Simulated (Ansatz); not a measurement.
The first iterations of a band of BFH₅NO (9 atoms, charge 0, multiplicity 1).

Level of theory: RKS PBE-D4/6-31G* (Ansatz 0.2.0).

- movable images: 5
- climbing image: yes
- spring: 5.0 eV/Å²
- optimiser: quadratic models (default)
- start path: through a guess of the saddle point
- force threshold: 0.2 eV/Å
- iteration limit: 60
- end points: relaxed

Image 0:

```xyz
9
Properties=species:S:1:pos:R:3
B 0.075 0.108 0.357
O -0.447 -0.569 1.494
H -1.403 -0.704 1.349
H 1.253 -0.126 0.125
F -0.773 0.170 -0.753
N 0.146 1.796 0.834
H 0.618 2.381 0.131
H -0.800 2.173 0.979
H 0.657 1.875 1.721
```

Image 6:

```xyz
9
Properties=species:S:1:pos:R:3
B 0.238 0.633 -0.215
O -0.374 -0.419 2.328
H -1.121 -0.645 1.739
H 1.289 0.072 -0.374
F -0.915 0.029 -0.594
N 0.165 1.938 0.322
H 0.999 2.478 0.541
H -0.699 2.480 0.343
H -0.254 0.537 2.148
```

| iteration | highest image above the first end (eV) | largest band force component (eV/Å) |
| --- | --- | --- |
| 1 | 13.421 | 60.668 |
| 2 | 4.386 | 12.368 |
| 3 | 2.395 | 8.270 |
| 4 | 1.817 | 3.469 |

Task: Does the band converge within its limit, and where does its top end?

Result: The run converged. It ended after 12 iterations with the highest image 0.947 eV above the first end. The threshold of 0.2 eV/Å is loose, so the images may lie well off the minimum-energy path. The order of the stationary point at the top wasn't checked. The orbitals stay closed-shell, which can raise the energy where a bond breaks towards radicals; this wasn't checked here.

The run took 100 s on 1 thread of Arm Neoverse V2 (shared host), peak memory 0.11 GiB.
